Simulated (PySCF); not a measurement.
This script is equivalent to a calculation on Ca (calcium, neutral).

```python
from pyscf import gto, scf, dft, mp, cc
import basis_set_exchange as bse
mol = gto.M(atom="Ca 0 0 0", charge=0, spin=0, symmetry="D2h",
            basis=gto.basis.parse(bse.get_basis("cc-pVDZ-X2C", elements=["Ca"], fmt="nwchem", header=False)),
            nucmod="G")
mf = dft.UKS(mol, xc="LDA,VWN").sfx2c1e()
mf.irrep_nelec = {'Ag': (4, 4), 'B1u': (2, 2), 'B2u': (2, 2), 'B3u': (2, 2)}
mf.kernel()
```

Question: What total energy does it give?

Answer: -678.579 hartree (calculated).

Question: Which occupied shell lies highest, and where?

Answer: 4s, at -3.892 eV.
